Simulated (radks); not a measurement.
The numbers below are computed, except where a source is named.
Species: the mercury ion Hg48+. Configuration: [Ar] 3d10 4s2 4p2. Level of theory: scalar-relativistic Kohn-Sham, PBEsol, spin-polarised, spherical densities, finite nucleus; open shells are filled with parallel spins first (spin-orbit coupling, left out, can overturn this in heavy ions); Fermi nuclear charge, rms radius 5.4648 fm (a radial shooting solver on a logarithmic mesh with Libxc functionals).

Normalised radial functions P(r) = r R(r), r in bohr:

r	4s up	4p up
0.001013	0.2260	0.0076
0.001277	0.2661	0.0111
0.001624	0.3129	0.0165
0.002064	0.3642	0.0245
0.002624	0.4187	0.0363
0.003336	0.4732	0.0535
0.004207	0.5213	0.0777
0.005348	0.5590	0.1133
0.006798	0.5737	0.1637
0.008642	0.5513	0.2333
0.01099	0.4751	0.3261
0.01397	0.3294	0.4440
0.01761	0.1137	0.5780
0.02239	-0.1789	0.7230
0.02846	-0.5038	0.8428
0.03618	-0.7799	0.8833
0.046	-0.8862	0.7734
0.05801	-0.7086	0.4635
0.07375	-0.1838	-0.0746
0.09375	0.5629	-0.7175
0.1192	1.1741	-1.1892
0.1515	1.1831	-1.1368
0.1911	0.3970	-0.4106
0.2429	-0.9100	0.7945
0.3088	-1.9001	1.7823
0.3925	-1.9304	1.9284
0.499	-1.1949	1.2896
0.6293	-0.4658	0.5520
0.8	-0.0994	0.1328
1.017	-0.0105	0.0162

4s up: eigenvalue -2845.2 eV, 3 radial nodes at r = 0.0194, 0.0785, 0.206 bohr, <r> = 0.354 bohr, 90 % of the charge inside 0.499 bohr. 4p up: eigenvalue -2623.4 eV, 2 radial nodes at r = 0.0716, 0.208 bohr, <r> = 0.364 bohr, 90 % of the charge inside 0.518 bohr.
